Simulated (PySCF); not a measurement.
CH6ClNSi (SMILES C[SiH](N)Cl), singlet, geometry from GFN2-xTB; DF-HF/def2-TZVPD run with PySCF.

Here is a job for PySCF.
```python
from pyscf import gto, scf

mol = gto.Mole()
mol.atom = '''
    Si   -0.20528811   -0.06219863    0.51082701
    C     1.31207368   -1.08742731    0.99333014
    N    -1.35261987   -1.13922639   -0.18327422
    Cl    0.23637629    1.25175426   -0.96179428
    H    -0.68011000    0.73619829    1.64736322
    H     1.07189798   -1.79624267    1.77951977
    H     1.69561891   -1.65001895    0.14682430
    H     2.11470006   -0.45405942    1.35885741
    H    -1.62971662   -1.96861033    0.31364746
    H    -2.12085651   -0.77716015   -0.72434904
'''
mol.basis = 'def2-tzvpd'
mol.verbose = 4
mol.max_memory = 1800
mol.build()

mf = scf.RHF(mol)
mf = mf.density_fit(auxbasis='def2-universal-jkfit')
mf.kernel()
```

It wrote (shortened):

```
PySCF version 2.14.0

[INPUT] verbose = 4
[INPUT] num. atoms = 10
[INPUT] num. electrons = 50
[INPUT] charge = 0
[INPUT] spin (= nelec alpha-beta = 2S) = 0
[INPUT] symmetry False subgroup None
[INPUT] Mole.unit = angstrom
[INPUT] Symbol           X                Y                Z      unit          X                Y                Z       unit  Magmom
[INPUT]  1 Si    -0.205288110000  -0.062198630000   0.510827010000 AA   -0.387938304530  -0.117538376023   0.965323145930 Bohr   0.0
[INPUT]  2 C      1.312073680000  -1.087427310000   0.993330140000 AA    2.479459910450  -2.054939796273   1.877121915876 Bohr   0.0
[INPUT]  3 N     -1.352619870000  -1.139226390000  -0.183274220000 AA   -2.556081104945  -2.152825870977  -0.346338081493 Bohr   0.0
[INPUT]  4 Cl     0.236376290000   1.251754260000  -0.961794280000 AA    0.446686450441   2.365472726658  -1.817527777373 Bohr   0.0
[INPUT]  5 H     -0.680110000000   0.736198290000   1.647363220000 AA   -1.285221634578   1.391213141473   3.113065313482 Bohr   0.0
[INPUT]  6 H      1.071897980000  -1.796242670000   1.779519770000 AA    2.025593615675  -3.394406699557   3.362804998549 Bohr   0.0
[INPUT]  7 H      1.695618910000  -1.650018950000   0.146824300000 AA    3.204255351534  -3.118083915842   0.277457715431 Bohr   0.0
[INPUT]  8 H      2.114700060000  -0.454059420000   1.358857410000 AA    3.996203949001  -0.858047948079   2.567868347236 Bohr   0.0
[INPUT]  9 H     -1.629716620000  -1.968610330000   0.313647460000 AA   -3.079718072452  -3.720134369690   0.592707799065 Bohr   0.0
[INPUT] 10 H     -2.120856510000  -0.777160150000  -0.724349040000 AA   -4.007837953401  -1.468619838426  -1.368821304192 Bohr   0.0

nuclear repulsion = 223.956141824834
number of shells = 87
number of NR pGTOs = 311
number of NR cGTOs = 217
basis = def2-tzvpd
ecp = {}

******** <class 'pyscf.df.df_jk.DFRHF'> ********
method = DFRHF
initial guess = minao
damping factor = 0
level_shift factor = 0
DIIS = <class 'pyscf.scf.diis.CDIIS'>
diis_start_cycle = 1
diis_space = 8
diis_damp = 0
SCF conv_tol = 1e-09
SCF conv_tol_grad = None
SCF max_cycles = 50
direct_scf = False
Set gradient conv threshold to 3.16228e-05
Initial guess from minao.
******** <class 'pyscf.df.df.DF'> ********
auxbasis = def2-universal-jkfit
init E= -844.69810387038
  HOMO = -0.29140232281074  LUMO = 0.0423485096381476  gap/eV = 9.08182
cycle= 1 E= -844.359719566252  delta_E= 0.338  |g|= 0.38  |ddm|= 2.25
  HOMO = -0.405674276066052  LUMO = 0.0564363802201086  gap/eV = 12.57467
cycle= 2 E= -844.402592657426  delta_E= -0.0429  |g|= 0.139  |ddm|= 0.582
  HOMO = -0.410477267970286  LUMO = 0.0586886748341935  gap/eV = 12.76666
cycle= 3 E= -844.407458234579  delta_E= -0.00487  |g|= 0.0454  |ddm|= 0.163
  HOMO = -0.406195383540769  LUMO = 0.0590752792853943  gap/eV = 12.66066
cycle= 4 E= -844.408117767693  delta_E= -0.00066  |g|= 0.00857  |ddm|= 0.0618
  HOMO = -0.408238802582185  LUMO = 0.0590362277020209  gap/eV = 12.71520
cycle= 5 E= -844.408145820605  delta_E= -2.81e-05  |g|= 0.00304  |ddm|= 0.0148
  HOMO = -0.407668693595232  LUMO = 0.0590496985482953  gap/eV = 12.70005
cycle= 6 E= -844.408149503825  delta_E= -3.68e-06  |g|= 0.000874  |ddm|= 0.00569
  HOMO = -0.407821585854709  LUMO = 0.0590416368781426  gap/eV = 12.70400
cycle= 7 E= -844.408149985286  delta_E= -4.81e-07  |g|= 0.000235  |ddm|= 0.00231
  HOMO = -0.407786825326169  LUMO = 0.0590415964582612  gap/eV = 12.70305
cycle= 8 E= -844.408150027877  delta_E= -4.26e-08  |g|= 6.69e-05  |ddm|= 0.000552
  HOMO = -0.407793535148472  LUMO = 0.0590408835214409  gap/eV = 12.70321
cycle= 9 E= -844.408150030321  delta_E= -2.44e-09  |g|= 1.71e-05  |ddm|= 0.00012
  HOMO = -0.407791931912912  LUMO = 0.0590408629330361  gap/eV = 12.70317
cycle= 10 E= -844.408150030534  delta_E= -2.13e-10  |g|= 3.81e-06  |ddm|= 6.14e-05
  HOMO = -0.407792032938348  LUMO = 0.0590408680745004  gap/eV = 12.70317
Extra cycle  E= -844.408150030538  delta_E= -4.77e-12  |g|= 1.65e-06  |ddm|= 9.53e-06
converged SCF energy = -844.408150030538
```
